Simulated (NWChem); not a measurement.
# C3H7NSi; SMILES [SiH3]C1=NCC1

```xyz
12

Si     0.0154     1.8389     0.0000
C      0.0099    -0.0495     0.0000
N      1.0615    -0.8133     0.0000
C      0.2110    -2.0420     0.0000
C     -1.0551    -1.1366     0.0000
H     -0.7027     2.3414     1.2033
H      1.4135     2.3332     0.0000
H     -0.7027     2.3414    -1.2033
H      0.3659    -2.6593    -0.8918
H      0.3659    -2.6593     0.8918
H     -1.6903    -1.1897    -0.8916
H     -1.6903    -1.1897     0.8916
```
Atoms are numbered in this order, from 1.

Program: NWChem. The geometry was optimised at B3LYP/6-31G* (spherical d). Total energies of different functionals are on different scales.

| level | energy (Ha) | highest occupied level (eV) | orbital gap (eV) | dipole (D) |
|---|---|---|---|---|
| PBE/def2-TZVP | -462.4042 | -5.91 | 4.09 | 2.17 |
| B3LYP/def2-TZVP | -462.8071 | -7.15 | 6.16 | 2.20 |
| Hartree-Fock/def2-TZVP | -461.0680 | -10.88 | 14.10 | 2.28 |
| LDA (Slater exchange, VWN5)/def2-TZVP | -460.0725 | -6.02 | 4.01 | 2.27 |
| BLYP/def2-TZVP | -462.7006 | -5.81 | 4.13 | 2.17 |
